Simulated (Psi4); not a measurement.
CrO4, charge -2, singlet, geometry from GFN2-xTB (such geometries of metal compounds can be far from the true shape) (a gas-phase anion, which may not be bound at this level). Base run: HF/6-31G run with Psi4 1.11.

Geometry (Å):
```xyz
5

Cr     0.0000     0.0000     0.0000
O      1.1191     0.6362    -1.0063
O      0.7491    -0.8054     1.2083
O     -0.9562    -1.0317    -0.8313
O     -0.9120     1.2008     0.6293
```
Charge -2, spin multiplicity 1.
All else is at Psi4's defaults (density fitting; Cartesian or spherical functions as each basis is defined).

Variants of this job, named by their change:

```tsv
change	basis functions	E (Eh)	core-seconds (rough)
base	65	-1342.19999	2
basis = STO-3G	38	-1327.25110	2
basis = pcseg-1	87	-1342.13802	3
basis = 6-31G**	99	-1342.31181	3
basis = cc-pVDZ	99	-1342.42865	10
basis = def2-SVPD	126	-1342.02887	4
basis = aug-pcseg-1	139	-1342.18787	3
basis = aug-cc-pVDZ	151	-1342.49014	10
basis = pcseg-2	176	-1342.53498	4
basis = def2-TZVPP	188	-1342.54749	5
basis = cc-pVTZ	188	-1342.54900	20
basis = def2-TZVPD	208	-1342.54633	5
basis = cc-pVQZ	324	-1342.57835	50
```

Totals compare only among sets that treat the same electrons; sets with core potentials leave the core out.

A gas-phase anion may not be bound at this level; its values then depend on the basis.
